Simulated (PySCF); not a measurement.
CHCl, neutral, multiplicity 1.

```xyz
3

C     -0.1767    -1.1689     0.0000
Cl     0.0111     0.5027     0.0000
H      0.8711    -1.5322     0.0000
```
Charge 0, spin multiplicity 1.

The structure is a stationary point at ωB97X-D3(BJ)/def2-TZVPD. The isomer is the one that the SMILES or the coordinates give; other isomers of the formula were not compared.

Level of theory: PBE0/pcSseg-2 (PySCF). Non-relativistic, no solvent.

Give the absolute GIAO shielding of each atom: isotropic value and principal components (ppm). (An estimate is asked for; the answer gives what the named calculation found.)


```tsv
atom	σ(iso)	σ11	σ22	σ33	span
C1	-831.5	-2416.4	-241.7	163.6	2580.0
Cl2	-803.8	-2915.5	-402.8	906.8	3822.2
H3	-1.1	-60.2	23.3	33.5	93.8
```
